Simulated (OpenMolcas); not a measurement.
## Se: effect of the basis set

- Program: OpenMolcas 26.06
- Method: SS-CASPT2, IPEA 0.25 Eh, imaginary shift 0.1 Eh (closed shells correlated: 3d)
- Active space: 6 electrons in 8 orbitals (4s 4p 5s 5p)
- State averaging: 2S+1 = 3 even, 3 roots; 2S+1 = 1 even, 6 roots
- Spin-orbit coupling: RASSI with atomic mean-field integrals over the reference wave functions, term energies averaged over their components

A. ANO-RCC-VTZP [6s5p3d1f], DKH2, point nucleus; CASPT2 step of the order of 4 core-seconds
B. ANO-RCC-VQZP [7s6p4d2f1g], DKH2, point nucleus; CASPT2 step roughly 6 core-seconds
C. ANO-RCC [9s8p6d4f2g], DKH2, point nucleus; CASPT2 step of the order of 9 core-seconds

Energies in eV above 4s2 4p4 3P2, the measured ground level; measured values from NIST Handbook of Basic Atomic Spectroscopic Data.

| Level | A | B | C | Measured |
| --- | --- | --- | --- | --- |
| 4s2 4p4 3P2 | 0.0000 | 0.0000 | 0.0000 | 0.0000 |
| 4s2 4p4 3P1 | 0.2183 | 0.2218 | 0.2211 | 0.2467 |
| 4s2 4p4 3P0 | 0.285 | 0.288 | 0.288 | 0.3142 |
| 4s2 4p4 1D2 | 1.261 | 1.221 | 1.218 | 1.1873 |
| 4s2 4p4 1S0 | 2.828 | 2.796 | 2.815 | 2.7830 |

Deviations, from unrounded energies. A percentage is the sum of absolute deviations over the sum of measured energies, with the sign that they share, or ± where signs differ.

```csv
Against measurement,Levels,A,B,C
mean absolute deviation (cm-1),4,360,200,230
fine structure of the ground term (%),2,-10.3,-9.0,-9.3
other terms of the ground configuration (%),2,+3.0,+1.2,+1.6
```

B lies closest to measurement on these levels and A furthest from it. The largest miss of B in the table is 4s2 4p4 1D2, by +280 cm-1. The ranking rests on the paired levels alone, and a cruder setting can come out closer through cancelling errors.

Among A to C the level of the table that moves most is 4s2 4p4 1D2, by 350 cm-1 (lowest in C, highest in A). Moves below CASPT2's spread within the term are not significant.

CASPT2 breaks the degeneracy within a term, and the mean is taken; among the terms shown or strongly mixed into the levels shown the widest spread is 70 cm-1 (4s2 4p4 1D, C). Active for correlation alone: 5p 5s; no level in the range computed is led by a configuration that fills them, so any true level of that kind is missing. Computed and measured levels are paired by configuration, term and J; levels that our copy of the source lacks, or whose pairing is in doubt (as where it misses far off the trend of its configuration), stay unpaired and out of the deviations. Levels of configurations outside the active space are missing.
